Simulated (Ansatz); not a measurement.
Ansatz results at the PBE0-D4/def2-TZVP geometry: HOMO–LUMO gap (ωB97M-V/def2-TZVPP) 11.22 eV; ideal-gas entropy at 298 K and 1 bar (rigid rotor, harmonic PBE0-D4/def2-TZVP) 412 J/(mol·K); LUMO energy (PBE/def2-TZVPP) -1.77 eV.

Each molecule was computed in one conformer, which needn't be the lowest.

(1) Which molecule gave them?
A. `[F][Hf]([F])([F])[SH]`
B. `[NH2][Hf]([NH2])([OH])[OH]`
C. `[CH3][Hf]([OH])([F])[Br]`
D. `[NH2][Hf]([NH2])([NH2])[NH2]`

Answers

(1) C. The others give `[NH2][Hf]([NH2])([NH2])[NH2]`: 10.38, 414, -0.55; `[F][Hf]([F])([F])[SH]`: 10.81, 385, -2.27; `[NH2][Hf]([NH2])([OH])[OH]`: 10.31, 412, -0.63.
